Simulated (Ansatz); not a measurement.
Dissociation curve of SiH (cation, charge +1), singlet.

Methods: UKS-PBE = unrestricted PBE/def2-TZVP in Ansatz (a quantum-chemistry and plane-wave program); RKS-BLYP = restricted BLYP/def2-TZVP (Ansatz); RCCSD(T) = CCSD(T) on RHF/def2-TZVP, frozen core (Ansatz).

Total energies in hartree (comparable only within one method and basis):

| R / Å | UKS-PBE | RKS-BLYP | RCCSD(T) |
|---|---|---|---|
| 1.22 | -289.49720 | -289.66274 | -289.20955 |
| 1.31 | -289.52207 | -289.68707 | -289.23342 |
| 1.36 | -289.53064 | -289.69537 | -289.24134 |
| 1.42 | -289.53719 | -289.70162 | -289.24704 |
| 1.45 | -289.53920 | -289.70351 | -289.24862 |
| 1.52 | -289.54130 | -289.70533 | -289.24967 |
| 1.56 | -289.54115 | -289.70506 | -289.24892 |
| 1.63 | -289.53907 | -289.70280 | -289.24582 |
| 1.64 | -289.53862 | -289.70232 | -289.24522 |
| 1.76 | -289.53088 | -289.69441 | -289.23590 |
| 1.86 | -289.52219 | -289.68569 | -289.22615 |
| 2.04 | -289.50411 | -289.66778 | -289.20703 |
| 2.28 | -289.47911 | -289.64335 | -289.18281 |
| 2.51 | -289.45694 | -289.62189 | -289.16392 |
| 2.72 | -289.44226 | -289.60490 | — |
| 3.02 | -289.43228 | -289.58525 | — |
| 3.34 | -289.42821 | -289.56980 | — |
| 3.77 | -289.42577 | -289.55611 | — |
| 4.17 | -289.42451 | -289.54855 | — |
| 4.62 | -289.42386 | -289.54387 | — |
| 5.44 | -289.42388 | -289.54091 | — |
| 6.10 | -289.42453 | -289.54080 | — |

Dashes: no converged value, or the column stops at the first point that the program doubted or that broke a chosen test of continuity, which isn't proof of a fault.

The unrestricted determinant behind UKS-PBE is spin-contaminated at 2.72 to 6.10 Å (<S²> up to 1.0, against 0.00 for a pure singlet). The restricted form behind RKS-BLYP keeps the bonding electrons paired and can't separate into open-shell fragments. The T1 diagnostic of CCSD on the restricted reference of RCCSD(T) exceeds 0.045 at 3.02 to 6.10 Å.
